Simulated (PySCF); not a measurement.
Vertical excitations of a molecule Cl2FH3Si2 from TDDFT-CAM-B3LYP/def2-SVPD run with PySCF, as energy in eV (oscillator strength): 7.23 (0.070), 7.47 (0.048), 7.75 (0.298), 8.01 (0.055), 8.14 (0.006), 8.28 (0.025), 8.31 (0.007), 8.31 (0.008), 8.52 (0.014), 8.68 (0.031). Lowest triplet (TDA): 6.31 eV. Geometry optimised at r2SCAN-D4/def2-SVP. Other conformers were not sampled.

Problem. Identify the compound among the candidates.
(A) F[Si]([SiH3])(Cl)Cl
(B) F[SiH2][SiH](Cl)Cl
(C) F[Si@H](Cl)[SiH2]Cl

Solution. A, F[Si]([SiH3])(Cl)Cl
